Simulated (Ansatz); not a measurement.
`F[SiH2]O[SiH2]Cl` + `[CH3][Zn][CH2]O` → `[CH3][Zn][SiH2]Cl` + `OCO[SiH2]F`  (redistribution)

Calculated with Ansatz (gas phase, PBE0-D4/def2-TZVP geometries, no zero-point term in ΔE). CBS: MP2 limit from def2 TZ/QZ plus the TZ coupled-cluster correction, frozen cores. Functionals use def2-TZVPP. For Zn outer-core shells are correlated without core-valence functions, which leaves a few kJ/mol of doubt a bond. Scalar relativity is left out up to krypton. One conformer a species, not always the lowest.

`F[SiH2]O[SiH2]Cl`:

Cartesian coordinates in Å:
```
F 1.361 -1.374 1.464
Si 0.820 -1.341 -0.034
O 0.347 0.170 -0.397
Si -0.666 1.409 -0.111
Cl -2.464 0.698 0.571
H -0.324 -2.273 -0.116
H 1.937 -1.697 -0.929
H -0.104 2.289 0.933
H -0.907 2.119 -1.382
```

`[CH3][Zn][CH2]O`:

Cartesian coordinates in Å:
```
C -0.919 1.468 1.379
Zn 0.064 0.299 0.176
C 1.028 -0.939 -1.023
O 0.372 -2.206 -1.177
H -1.883 1.031 1.653
H -1.111 2.439 0.915
H -0.357 1.642 2.301
H 1.997 -1.169 -0.571
H 1.259 -0.500 -2.003
H -0.450 -2.065 -1.650
```

`[CH3][Zn][SiH2]Cl`:

Cartesian coordinates in Å:
```
C -1.041 0.643 1.857
Zn -0.184 0.139 0.182
Si 0.897 -0.512 -1.840
Cl 2.340 -1.944 -1.379
H -2.128 0.568 1.777
H -0.791 1.672 2.128
H -0.715 -0.010 2.671
H 0.003 -1.141 -2.852
H 1.618 0.585 -2.544
```

`OCO[SiH2]F`:

Cartesian coordinates in Å:
```
O 1.372 -0.215 1.044
C 0.176 0.486 1.143
O -0.422 0.722 -0.107
Si -0.655 -0.395 -1.276
F -1.468 -1.638 -0.692
H 2.035 0.354 0.642
H -0.483 -0.127 1.762
H 0.313 1.468 1.607
H -1.480 0.273 -2.301
H 0.611 -0.928 -1.823
```

| level | ΔE (kJ/mol) |
| --- | --- |
| PBE-D4 | 84.9 |
| B2PLYP | 105.8 |
| HF/def2-TZVPP | 98.6 |
| SCS-MP2/def2-TZVPP | 113.5 |

(1) What does CCSD(T)/CBS give? (Estimate.)

Largest T1 diagnostic among the species: 0.013.

## Answers

(1) Ansatz gave: +106.8 kJ/mol. The listed levels differ from it by -21.9, -1.0, -8.2, 6.7 kJ/mol.

In def2-TZVPP, CCSD(T) changes the Hartree–Fock value by +5.4 kJ/mol (the triples alone add −0.4 kJ/mol) and MP2 by +17.6 kJ/mol.
